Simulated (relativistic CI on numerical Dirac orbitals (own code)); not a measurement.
# Hyperfine structure of Gd58+, mass number 155

Computed by Dirac-Coulomb-Breit CI, KLI orbitals optimised for each configuration, model QED (radiative potential, 1s self-energy scaled to tabulated hydrogen-like ionisation energies), unscaled Slater integrals (own radial code, finite nucleus).

Configuration list (outside the closed core 1s2): 2s2.2p2, 2s.2p3, 2p4, 2p3.3s, 2p3.3p, 2p3.3d, 2s2.2p.3s, 2s2.2p.3p, 2s2.2p.3d, 2s.2p2.3s, 2s.2p2.3p, 2s.2p2.3d, 2s2.2p.4s, 2s2.2p.4p, 2s2.2p.4d, 2s2.2p.4f. Levels of other configurations are missing.

Nuclear spin I = 3/2, μ = -0.2591 μN, Q = 1.27 b (tables of Stone and Pyykkö). The electronic factors are computed for point nuclear moments, without core polarisation or the Bohr-Weisskopf and QED corrections.

| Level | E (Ry) | A (GHz) | B (GHz) |
| --- | --- | --- | --- |
| 2s2.2p2 3P_1 | 53.173 | 57.93 | 653 |
| 2s2.2p2 1D_2 | 54.470 | -241.7 | 1200 |
| 2s2.2p2 3P_2 | 108.910 | -93.57 | 102 |
| 2s.2p3 3D°_3 | 125.287 | -538 | -3.29 |
| 2s.2p3 3S°_1 | 130.305 | 438.7 | -512 |
| 2s.2p3 1D°_2 | 131.061 | 30.23 | -191 |
| 2s.2p3 3P°_1 | 131.302 | -1283 | 274 |
| 2p4 3P_2 | 149.834 | -89.72 | 96.9 |

Levels with J = 0, under 50 % of one LS term, or S terms without an open s electron are left out. Small factors come from cancelling terms and can be off by tens of per cent or more.

At this charge energies of transitions that change n are usually good to better than 1 %, and those within a shell (Δn = 0) to a few per cent.

(1) Give the hyperfine levels of 2s2.2p2 1D_2 relative to its centre of gravity.

Answers

(1) With K = F(F + 1) − I(I + 1) − J(J + 1), E = AK/2 + B[¾K(K + 1) − I(I + 1)J(J + 1)]/[2I(2I − 1)J(2J − 1)]: F = 1/2: 2139, F = 3/2: 725.2, F = 5/2: -630.1, F = 7/2: -424.8 GHz.

LS names give the leading component of a level, which can be under half, so a name can repeat, a term be missing and a line seem to break the LS rules.
